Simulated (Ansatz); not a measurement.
The cluster Al4P4⁺. Charge 1, multiplicity 2. Geometry PBE-D4/def2-SVP, that of the neutral singlet; atoms count from 1.

| atom | x (Å) | y (Å) | z (Å) |
| --- | --- | --- | --- |
| Al1 | -2.0016 | -0.0515 | 0.1856 |
| Al2 | -0.0798 | -1.5405 | -1.2891 |
| Al3 | 0.0799 | 1.5404 | 1.2889 |
| Al4 | 2.0015 | 0.0519 | -0.1860 |
| P5 | -2.1641 | -0.9841 | -1.8257 |
| P6 | 2.0042 | -2.0977 | -0.7526 |
| P7 | 1.9988 | 2.2010 | 0.3818 |
| P8 | -1.8388 | 0.8806 | 2.1971 |

The structure comes from a short search, and lower isomers may exist.

**Question.** Estimate the Mulliken populations from the PBE0/def2-TZVP orbitals of Ansatz.

**Answer.** 
```csv
atom,charge (e),spin (α − β)
Al1,0.27,-0.01
Al2,0.26,0.00
Al3,0.26,0.00
Al4,0.26,0.00
P5,-0.01,0.28
P6,-0.02,0.21
P7,-0.02,0.22
P8,-0.01,0.30
```
Mulliken values and Mayer orders depend strongly on the basis.

**Question.** Where does the spin sit?

**Answer.** Summed by element: Al -0.02, P 1.02, of 1 unpaired in all. Largest on single atoms: P8 0.30, P5 0.28, P7 0.22.

**Question.** And the Mayer bond orders between bonded heavy atoms (over 0.3)?

**Answer.** Al1–Al2 0.33 (2.84 Å); Al1–Al3 0.33 (2.84 Å); Al1–P5 1.38 (2.22 Å); Al1–P8 1.37 (2.22 Å); Al2–Al4 0.34 (2.84 Å); Al2–P5 1.35 (2.22 Å); Al2–P6 1.40 (2.22 Å); Al3–Al4 0.33 (2.84 Å); Al3–P7 1.40 (2.22 Å); Al3–P8 1.35 (2.22 Å); Al4–P6 1.38 (2.22 Å); Al4–P7 1.37 (2.22 Å).
